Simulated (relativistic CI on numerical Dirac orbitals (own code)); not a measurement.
# Electric-dipole lines of Tm¹⁸⁺

Calculated at this level of theory: Dirac-Coulomb-Breit CI, separate exchange-only KLI orbitals for each configuration, model QED (radiative potential, 1s self-energy scaled to tabulated hydrogen-like ionisation energies), unscaled Slater integrals (own radial code, finite nucleus).

CI space (outside the closed core [Ar] 3d10 4p6 4d10): 4s2 4f5, 4s2 4f4 5s, 4s2 4f3 5s2, 4s2 4f4 5p, 4s2 4f3 5s 5p, 4s2 4f3 5p2, 4s2 4f4 6s, 4s 4f6. Levels of other configurations are missing.

```tsv
λ vac (nm)	Lower	Upper	A (s⁻¹)	log gf	S velocity/length
40.087	4s2 4f5 6H°_7/2 [2]	4s2 4f4 5s 4I_9/2 [200]	1.45e+03	-6.46	2.17
43.172	4s2 4f5 6H°_11/2 [4]	4s2 4f4 5s 6I_13/2 [197]	1.00e+03	-6.41	2.70
43.366	4s2 4f5 6H°_9/2 [3]	4s2 4f4 5s 6I_11/2 [195]	2.22e+03	-6.12	2.82
43.496	4s2 4f5 6H°_7/2 [2]	4s2 4f4 5s 6I_9/2 [192]	4.05e+03	-5.94	2.80
43.502	4s2 4f5 6H°_5/2 [1]	4s2 4f4 5s 6I_7/2 [189]	6.93e+03	-5.80	2.73
43.994	4s2 4f5 6H°_13/2 [7]	4s2 4f4 5s 6I_13/2 [197]	3.95e+02	-6.79	2.13
44.218	4s2 4f5 6H°_11/2 [4]	4s2 4f4 5s 6I_11/2 [195]	8.21e+02	-6.54	2.42
44.302	4s2 4f5 6H°_7/2 [2]	4s2 4f4 5s 6I_7/2 [189]	1.33e+03	-6.51	2.73
44.349	4s2 4f5 6H°_9/2 [3]	4s2 4f4 5s 6I_9/2 [192]	1.26e+03	-6.43	2.61
45.081	4s2 4f5 6H°_13/2 [7]	4s2 4f4 5s 6I_11/2 [195]	4.71e+02	-6.76	3.83
45.187	4s2 4f5 6H°_9/2 [3]	4s2 4f4 5s 6I_7/2 [189]	2.46e+02	-7.22	3.69
45.241	4s2 4f5 6H°_11/2 [4]	4s2 4f4 5s 6I_9/2 [192]	4.59e+02	-6.85	3.73
47.641	4s2 4f5 4M°_15/2 [15]	4s2 4f4 5s 6I_15/2 [199]	5.32e+02	-6.54	3.63
47.859	4s2 4f5 4G°_7/2 [16]	4s2 4f4 5s 4I_9/2 [200]	1.56e+03	-6.27	2.76
47.878	4s2 4f5 4I°_9/2 [17]	4s2 4f4 5s 4I_9/2 [200]	6.78e+04	-4.63	2.95
48.022	4s2 4f5 4I°_11/2 [18]	4s2 4f4 5s 4I_9/2 [200]	2.20e+04	-5.12	2.78
49.772	4s2 4f5 4G°_9/2 [24]	4s2 4f4 5s 4I_9/2 [200]	1.50e+03	-6.25	2.58
50.182	4s2 4f5 4I°_11/2 [18]	4s2 4f4 5s 6I_13/2 [197]	7.21e+02	-6.42	4.95
50.254	4s2 4f5 4K°_13/2 [19]	4s2 4f4 5s 6I_13/2 [197]	2.50e+03	-5.88	4.52
50.262	4s2 4f5 4I°_15/2 [22]	4s2 4f4 5s 6I_15/2 [199]	4.01e+03	-5.61	4.28
50.909	4s2 4f5 4K°_11/2 [30]	4s2 4f4 5s 4I_9/2 [200]	1.05e+04	-5.39	4.00
51.435	4s2 4f5 4I°_9/2 [17]	4s2 4f4 5s 6I_11/2 [195]	7.64e+02	-6.44	4.35
51.484	4s2 4f5 4G°_11/2 [32]	4s2 4f4 5s 4I_9/2 [200]	4.00e+02	-6.80	3.04
51.692	4s2 4f5 4F°_7/2 [33]	4s2 4f4 5s 4I_9/2 [200]	8.47e+02	-6.47	3.39
51.743	4s2 4f5 4L°_15/2 [29]	4s2 4f4 5s 6I_15/2 [199]	5.55e+02	-6.45	3.99
52.516	4s2 4f5 4H°_7/2 [36]	4s2 4f4 5s 4I_9/2 [200]	1.68e+04	-5.16	3.13
52.669	4s2 4f5 4L°_17/2 [34]	4s2 4f4 5s 6I_15/2 [199]	5.00e+02	-6.48	3.41
52.677	4s2 4f5 4F°_9/2 [37]	4s2 4f4 5s 4I_9/2 [200]	2.35e+03	-6.01	2.88
52.738	4s2 4f5 4K°_13/2 [35]	4s2 4f4 5s 6I_15/2 [199]	9.43e+02	-6.20	4.78
52.800	4s2 4f5 4G°_7/2 [16]	4s2 4f4 5s 6I_9/2 [192]	3.21e+02	-6.87	2.89
53.268	4s2 4f5 4L°_15/2 [29]	4s2 4f4 5s 6I_13/2 [197]	2.18e+02	-6.89	4.42
54.112	4s2 4f5 4G°_7/2 [47]	4s2 4f4 5s 4I_9/2 [200]	1.28e+03	-6.25	3.07
54.323	4s2 4f5 4K°_13/2 [35]	4s2 4f4 5s 6I_13/2 [197]	2.20e+03	-5.87	4.20
54.575	4s2 4f5 4K°_15/2 [42]	4s2 4f4 5s 6I_15/2 [199]	4.52e+03	-5.49	4.41
54.949	4s2 4f5 4K°_11/2 [30]	4s2 4f4 5s 6I_11/2 [195]	8.05e+02	-6.36	3.60
55.487	4s2 4f5 4G°_11/2 [54]	4s2 4f4 5s 4I_9/2 [200]	2.63e+03	-5.92	4.32
56.274	4s2 4f5 4K°_15/2 [42]	4s2 4f4 5s 6I_13/2 [197]	7.34e+02	-6.31	4.80
56.637	4s2 4f5 4I°_9/2 [58]	4s2 4f4 5s 4I_9/2 [200]	2.31e+03	-5.96	3.23
59.401	4s2 4f5 2H°_9/2 [70]	4s2 4f4 5s 4I_9/2 [200]	1.37e+03	-6.14	3.16
60.889	4s2 4f5 2I°_11/2 [73]	4s2 4f4 5s 4I_9/2 [200]	3.85e+03	-5.67	4.98
61.213	4s2 4f5 2H°_11/2 [75]	4s2 4f4 5s 4I_9/2 [200]	2.05e+03	-5.94	4.70
61.386	4s2 4f5 4I°_15/2 [64]	4s2 4f4 5s 6I_13/2 [197]	2.51e+02	-6.70	4.77
63.388	4s2 4f5 4G°_7/2 [84]	4s2 4f4 5s 4I_9/2 [200]	5.68e+02	-6.47	4.25
63.443	4s2 4f5 4I°_11/2 [63]	4s2 4f4 5s 6I_11/2 [195]	3.07e+02	-6.65	4.75
65.045	4s2 4f5 2G°_7/2 [91]	4s2 4f4 5s 4I_9/2 [200]	1.70e+03	-5.97	3.96
```

Terms are leading LS components. Brackets give the number of a level in order of energy, since labels repeat. The list gives strong lines, with weight on those to low levels, among the lowest 200 of 2907 levels, so that lines to higher ones, which can be the strongest, are missing. Levels whose partners in the same complex of configurations lie outside the list can be far off, and so can their lines. Rates are taken at the computed energies, electric ones in the length gauge. A velocity-to-length ratio far from 1 marks an uncertain rate.

At this charge energies of transitions that change n are usually good to better than 1 %, and those within a shell (Δn = 0) to a few per cent. Terms inside the open d or f shell come out 10 to 20 % too wide with unscaled integrals.

LS names give the leading component of a level, which can be under half, so a name can repeat, a term be missing and a line seem to break the LS rules.
